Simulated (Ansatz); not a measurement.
Isolated molecules relaxed with PBE0-D4/def2-TZVP in Ansatz; ΔE leaves out vibrations. CCSD(T)/CBS is the MP2 limit (def2-TZVPP, def2-QZVPP) plus CCSD(T) − MP2 in def2-TZVPP, frozen cores. Functionals use def2-TZVPP. For Br outer-core shells are correlated without core-valence functions, which leaves a few kJ/mol of doubt a bond. Scalar relativity is left out up to krypton. One conformer a species, not always the lowest.

`COB(N)Br` + `O[SiH3]` → `COB(N)O[SiH3]` + HBr  (ligand exchange at a B–Br bond)

| level | ΔE (eV) |
| --- | --- |
| ωB97X-V | -0.37 |
| CCSD(T)/def2-TZVPP | -0.39 |

Problem. What does CCSD(T)/CBS give? (Best estimate.)

Solution. The calculation gave: -0.35 eV. The listed levels differ from it by -0.02, -0.04 eV.

Largest T1 diagnostic among the species: 0.011.

In def2-TZVPP, CCSD(T) changes the Hartree–Fock value by +0.13 eV (the triples alone add +0.03 eV) and MP2 by +0.21 eV. From PBE to PBE0 (25 % exact exchange), in def2-TZVPP and without D4, ΔE moves by −0.04 eV.
